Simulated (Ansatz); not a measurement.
The cluster Sn3: single points at one geometry.

```yaml
crystal:
  periodic: [false, false, false]
  atoms:
    - {symbol: Sn, position_ang: [-0.395604, 1.561398, -0.859139]}
    - {symbol: Sn, position_ang: [1.086024, -0.660719, -0.570758]}
    - {symbol: Sn, position_ang: [-0.690421, -0.900679, 1.429897]}
basis:
  gaussian: {orbitals: def2-SVP, initial_orbitals: start.molden}
hamiltonian: {xc: pbe, dispersion: d4}
scf: {omitted_lower_state_checks: [starts]}
output: {orbitals: {seedname: orbitals}}
```

The file start.molden holds the orbitals of an earlier run on this structure, at another level or in another basis.

```sh
$ ansatz run in.yaml --threads 4 --pin off --events-out ev --progress --plain --max-ram 3916MiB
```

Shortened log:

```
Functional definition: PBE
  name "PBE"
  cite "Perdew, Burke & Ernzerhof, Phys. Rev. Lett. 77, 3865 (1996) doi:10.1103/PhysRevLett.77.3865"
  parent pbe
  parameter kappa = 0.804
  parameter beta = 0.06672455060314922
  exchange = pbe_x(kappa = kappa, mu = beta*pi^2/3)
  correlation = pbe_c(beta = beta)
these checks for a lower state are left out or cut short: starts
873 factors; their error is unknown
mean field evaluation 1: about -17494.9145 eV, gradient 3.5e1 eV
mean field evaluation 2: about -17495.1458 eV, gradient 5.2e-1 eV
mean field evaluation 4: about -17495.1409 eV, gradient 3.6e-2 eV
mean field -17495.14088532 eV, -642.9345689032 hartree, gradient 1.4e-5 eV, S^2 0.000000; 0 other end points of the search recorded, 0 dependent functions left out
reference -17495.14091203 eV, -642.9345698845 hartree; 33, 33 occupied and 45, 45 virtual orbitals, 873 factors
Total energy: -17495.31140091 eV, -642.9408352355 hartree
Checks for a lower state left out: starts
```

It took 0.65 s on 4 threads of Arm Neoverse V1 on a shared host.

First input, but with `gaussian: {orbitals: def2-TZVPP, initial_orbitals: start.molden}`, `correlation: {method: ccsd_t}` and without the key `hamiltonian` (abridged; 51 s):

```
Functional definition: HF
mean field evaluation 16: about -17411.8680 eV, gradient 1.5e1 eV
mean field evaluation 32: about -17414.6291 eV, gradient 9.6e0 eV
mean field evaluation 64: about -17414.1822 eV, gradient 1.9e-3 eV
mean field -17417.27978964 eV, -640.0732264132 hartree, gradient 2.8e-6 eV, S^2 0.000000; 3 other end points of the search recorded, 0 dependent functions left out; unrestricted orbitals would lower it
mean field evaluation 96: about -17417.1065 eV, gradient 5.7e0 eV
determinant -17417.27978964 eV, -640.0732264132 hartree, with singles and doubles -17441.58474401 eV, -640.9664170118 hartree
determinant -17415.40169482 eV, -640.0042077014 hartree, with singles and doubles -17439.35708472 eV, -640.8845520428 hartree
determinant -17414.86293964 eV, -639.9844088138 hartree, with singles and doubles -17439.65246883 eV, -640.8954072084 hartree
determinant -17414.18217348 eV, -639.9593911187 hartree, with singles and doubles -17438.91452446 eV, -640.8682882532 hartree
12 core orbitals not correlated: weight in the atoms' cores, before any rotation towards them, 1.000 or more for the frozen orbitals, at most 0.000 for the correlated occupied ones
second order -25.54013279 eV of doubles, -0.00000000 eV of singles
cycle   1  -24.31712792 eV  change   -1.2e-2 eV  update   7.6e-3
cycle   2  -24.31548235 eV  change    1.6e-3 eV  update   5.0e-3
cycle   3  -24.31242880 eV  change    3.1e-3 eV  update   4.9e-3
cycle   4  -24.31964856 eV  change   -7.2e-3 eV  update   1.3e-3
cycle   5  -24.32040767 eV  change   -7.6e-4 eV  update   6.9e-4
cycle   6  -24.31922077 eV  change    1.2e-3 eV  update   2.8e-4
cycle   7  -24.31958996 eV  change   -3.7e-4 eV  update   1.8e-4
cycle   8  -24.31950677 eV  change    8.3e-5 eV  update   4.6e-5
cycle   9  -24.31946190 eV  change    4.5e-5 eV  update   2.1e-5
perturbative correction -1.15181456 eV, -0.0423284043 hartree
Total energy: -17442.75106610 eV, -641.0092785579 hartree
Checks for a lower state left out: starts
```

As the first input, with `gaussian: {orbitals: def2-TZVP, initial_orbitals: start.molden}`, `hamiltonian: {xc: pbe}`, `correlation: {method: rpa}` and without the key `output` (abridged; 4.1 s):

```
Functional definition: PBE
mean field -17495.63248963 eV, -642.9526350282 hartree, gradient 4.5e-6 eV, S^2 0.000000
12 core orbitals not correlated: weight in the atoms' cores, before any rotation towards them, 1.000 or more for the frozen orbitals, at most 0.000 for the correlated occupied ones
Total energy: -17450.01814337 eV, -641.2763387217 hartree
Checks for a lower state left out: starts
```

As the first input, with `gaussian: {orbitals: def2-TZVPD, initial_orbitals: start.molden}`, `hamiltonian: {xc: pbe0, dispersion: d4}` (abridged; 2.5 s):

```
Functional definition: PBE0
mean field -17495.89986839 eV, -642.9624610165 hartree, gradient 1.7e-5 eV, S^2 0.000000
Total energy: -17496.04559743 eV, -642.9678164599 hartree
Checks for a lower state left out: starts
```

As the first input, with `gaussian: {orbitals: def2-TZVP, initial_orbitals: start.molden}`, `hamiltonian: {xc: {name: LC-wPBE}}` (abridged; 3 s):

```
Functional definition: LC-wPBE
mean field -17496.34567834 eV, -642.9788442300 hartree, gradient 1.2e-5 eV, S^2 0.000000
Total energy: -17496.34567834 eV, -642.9788442301 hartree
Checks for a lower state left out: starts
```

As the first input, with `gaussian: {orbitals: def2-TZVP, initial_orbitals: start.molden}`, `hamiltonian: {xc: {name: wB97X-V}}` (abridged; 6 s):

```
Functional definition: wB97X-V
mean field -17492.86531882 eV, -642.8509433767 hartree, gradient 1.8e-5 eV, S^2 0.000000
Total energy: -17492.86531718 eV, -642.8509433165 hartree
Checks for a lower state left out: starts
```

The first input with `gaussian: {orbitals: def2-TZVP, initial_orbitals: start.molden}`, `hamiltonian: {xc: hf}` (abridged; 1.9 s):

```
Functional definition: HF
mean field -17417.27937178 eV, -640.0732110569 hartree, gradient 2.4e-5 eV, S^2 0.000000
Total energy: -17417.27937178 eV, -640.0732110569 hartree
Checks for a lower state left out: starts
```

Geometry: PBE0-D4/def2-SVP.

In the def2 sets Sn takes a core potential; there is no spin–orbit coupling. LC-ωPBE has ω = 0.4 bohr⁻¹. Correlated methods freeze 12 core orbitals; core or outer-core shells of Sn are correlated, in sets that lack core-valence functions. The restricted singlet is unstable towards broken spin symmetry at other levels; at PBE-D4/def2-SVP, RPA@PBE/def2-TZVP, PBE0-D4/def2-TZVPD, LC-ωPBE/def2-TZVP and others this wasn't settled. At CCSD(T)/def2-TZVPP T1 of the charge 0 singlet is large (up to 0.025), so the single-reference result is doubtful. At CCSD(T)/def2-TZVPP, HF/def2-TZVP the restricted singlet (for correlated methods, its reference) is unstable: a solution with broken spin symmetry lies lower. The geometry of the singlet was relaxed on an unsound state (restricted singlet, unstable towards broken spin symmetry at other levels and untested here). At PBE0-D4/def2-TZVP a triplet of charge 0 lies 0.21 eV below the restricted singlet, each at its own geometry. The structure comes from a short search, and lower isomers may exist.
